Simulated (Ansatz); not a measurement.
Computed with Ansatz on PBE0-D4/def2-TZVP structures; ΔE is electronic, products minus reactants. CBS: MP2 limit from def2 TZ/QZ plus the TZ coupled-cluster correction, frozen cores. This one scheme is used for every species. DFT in def2-TZVPP. B3LYP here is the variant with VWN-RPA as its local correlation; programs differ in this. For Se outer-core shells are correlated without core-valence functions, which leaves a few kJ/mol of doubt a bond. Scalar relativity is left out up to krypton. One conformer a species, not always the lowest.

Consider the formal exchange of groups at the Se–C bond: `B[Se][CH2][AlH][SH]` + disilane → `B[Se][SiH2][SiH3]` + `[CH3][AlH][SH]`.

| level | ΔE (kJ/mol) | difference from CCSD(T)/CBS |
| --- | --- | --- |
| PBE-D4 | -80.2 | 4.0 |
| B3LYP-D4 | -87.0 | -2.8 |
| ωB97X-V | -85.0 | -0.8 |
| ωB97M-V | -85.3 | -1.1 |
| B2PLYP | -88.6 | -4.4 |
| PBE | -83.2 | 1.0 |
| PBE0 | -87.0 | -2.8 |
| B3LYP | -92.0 | -7.8 |
| HF/def2-TZVPP | -105.0 | -20.8 |
| MP2/def2-TZVPP | -83.7 | 0.5 |
| SCS-MP2/def2-TZVPP | -83.2 | 1.0 |
| CCSD(T)/def2-TZVPP | -79.4 | 4.8 |
| MP2/def2-QZVPP | -86.3 | -2.1 |
| SCS-MP2/def2-QZVPP | -85.9 | -1.7 |
| MP2/CBS(def2) | -88.5 | -4.3 |
| CCSD/CBS(def2) | -88.4 | -4.2 |
| CCSD(T)/CBS | -84.2 | 0 |

Largest T1 diagnostic among the species: 0.014.

The D4 term adds +5.0 kJ/mol with B3LYP and +2.6 kJ/mol with PBE0; it sums over pairs of atoms, weighted by their polarisabilities, and B3LYP, whose exchange is more repulsive, gets the larger term. In def2-TZVPP, CCSD(T) changes the Hartree–Fock value by +25.6 kJ/mol (the triples alone add +4.3 kJ/mol) and MP2 by +21.3 kJ/mol.
